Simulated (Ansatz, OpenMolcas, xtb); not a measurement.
## A ladder of methods for CuSH (SMILES [SH][Cu])

CuSH: 3 atoms, total charge 0, spin state singlet. SMILES: `[SH][Cu]`. The shape is that of a PBE0-D4/def2-TZVP optimisation.

```xyz
3

S    -0.5119    0.5705   -0.2303
Cu    1.3095    0.0765    0.7296
H    -0.8084   -0.7118   -0.5126
```

Each level gives the dipole moment (D). The values are calculated.

| level | kind | program | value (D) | CPU time |
| --- | --- | --- | --- | --- |
| GFN2-xTB | semi-empirical | xtb | 6.34 | under 2 s |
| GFN0-xTB | semi-empirical | xtb | 7.05 | under 2 s |
| GFN1-xTB | semi-empirical | xtb | 3.88 | under 2 s |
| HF/STO-3G | Hartree–Fock | Ansatz | 2.25 | 2.4 s |
| HF/3-21G | Hartree–Fock | OpenMolcas | 6.10 | 1.9 s |
| HF/def2-SVP | Hartree–Fock | OpenMolcas | 5.90 | 2.4 s |
| HF/pcseg-1 | Hartree–Fock | OpenMolcas | 6.17 | 3 s |
| BP86/def2-TZVP | GGA | OpenMolcas | 3.40 | 21 s |
| TPSS/def2-TZVP | meta-GGA | OpenMolcas | 3.70 | 20 s |
| B3LYP/6-31G* (spherical functions) | global hybrid | Ansatz | 3.99 | 9.5 s |

The values span 2.25 to 7.05 D. Sets without polarisation functions give poor dipoles. CPU times are rough (shared hosts, several kinds of processor): they show what a rung costs within a factor of a few.
